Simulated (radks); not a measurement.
The numbers below are computed, except where a source is named.
Neutral xenon inside a hard spherical wall (all orbitals vanish at R), configuration held at [Xe] and not refilled when levels cross. Code: a radial shooting solver on a logarithmic mesh with Libxc functionals. Model: scalar-relativistic Kohn-Sham, PBE, spin-unpolarised, spherical densities, finite nucleus; Fermi nuclear charge, rms radius 4.7859 fm. Eigenvalues in eV, with the zero of energy where the potential of the charges vanishes at infinity; a dash marks a level that is unbound or too diffuse for the functional's potential to be trusted. A positive occupied level is held by the wall or, in an anion where self-interaction has pushed it up, behind a barrier. The pressure on the wall is -dE/dV.

| R (bohr) | E (hartree) | kinetic (hartree) | e(4p) | e(4d) | e(5s) | e(5p) | e(6s, empty) | e(5d, empty) | pressure (GPa) |
|---|---|---|---|---|---|---|---|---|---|
| free | -7447.03737 | 7830.781 | -141.27 | -59.384 | -19.740 | -8.235 | - | - | 0 |
| 15 | -7447.03737 | 7830.781 | -141.27 | -59.384 | -19.740 | -8.235 | -0.461 | - | < 0.0001 |
| 10 | -7447.03734 | 7830.782 | -141.27 | -59.381 | -19.737 | -8.232 | -0.040 | 1.923 | 0.00135 |
| 6 | -7447.01924 | 7830.929 | -140.62 | -58.747 | -19.227 | -7.720 | 4.463 | 4.683 | 1.82 |
| 5 | -7446.95105 | 7831.372 | -139.20 | -57.341 | -18.143 | -6.550 | 10.067 | 7.406 | 12.8 |
| 4 | -7446.60227 | 7833.237 | -134.83 | -53.076 | -14.812 | -2.675 | 24.955 | 14.313 | 106 |
| 3.5 | -7446.02303 | 7835.915 | -130.07 | -48.473 | -10.882 | 2.099 | 41.427 | 21.884 | 334 |
| 3 | -7444.57681 | 7841.873 | -121.97 | -40.703 | -3.115 | 11.652 | 72.056 | 36.061 | 1170 |
| 2.5 | -7440.66216 | 7856.527 | -107.69 | -27.094 | 14.174 | 32.684 | 133.58 | 65.076 | 4770 |
| 1.5 | -7380.00578 | 8051.766 | -10.947 | 73.610 | 220.32 | 262.46 | 655.61 | 325.48 | 198000 |
